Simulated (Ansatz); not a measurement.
`[OH][SbH2]` and `NO` differ in one element.

Ansatz, PBE0-D4/def2-TZVP geometries, multiplicity 1. 

Elements past krypton have def2 core potentials.

| property | `[OH][SbH2]` |
| --- | --- |
| size of the dipole moment (ωB97M-V/def2-TZVPP) / D | 1.94 |
| HOMO–LUMO gap (PBE/def2-TZVPP) / eV | 4.35 |
| zero-point energy (PBE0-D4/def2-TZVP) / kJ/mol | 70.0 |
| LUMO energy (ωB97M-V/def2-TZVPP) / eV | 0.56 |
| HOMO energy (PBE0/def2-TZVPP) / eV | -7.39 |
| HOMO energy (PBE/def2-TZVPP) / eV | -6.29 |

**Question.** Give the same properties after the change, and the shifts. (Best estimate.)

**Answer.** Ansatz gave: 
```json
{"property": "size of the dipole moment (ωB97M-V/def2-TZVPP) / D", "`NO`": "0.57", "shift": "-1.37"}
{"property": "HOMO–LUMO gap (PBE/def2-TZVPP) / eV", "`NO`": "6.15", "shift": "1.80"}
{"property": "zero-point energy (PBE0-D4/def2-TZVP) / kJ/mol", "`NO`": "106.9", "shift": "36.9"}
{"property": "LUMO energy (ωB97M-V/def2-TZVPP) / eV", "`NO`": "2.53", "shift": "1.97"}
{"property": "HOMO energy (PBE0/def2-TZVPP) / eV", "`NO`": "-7.45", "shift": "-0.06"}
{"property": "HOMO energy (PBE/def2-TZVPP) / eV", "`NO`": "-5.80", "shift": "0.49"}
```

With PBE0 the HOMO falls by 0.06 eV and the LUMO rises by 2.33 eV, so the gap widens by about 2.39 eV. PBE moves the HOMO by 0.49 eV and ωB97M-V by -0.43 eV. Dipoles are sizes alone; their direction can turn.

Spin–orbit coupling is left out; it splits and shifts lone-pair levels of the heavy atoms by tenths of an eV.
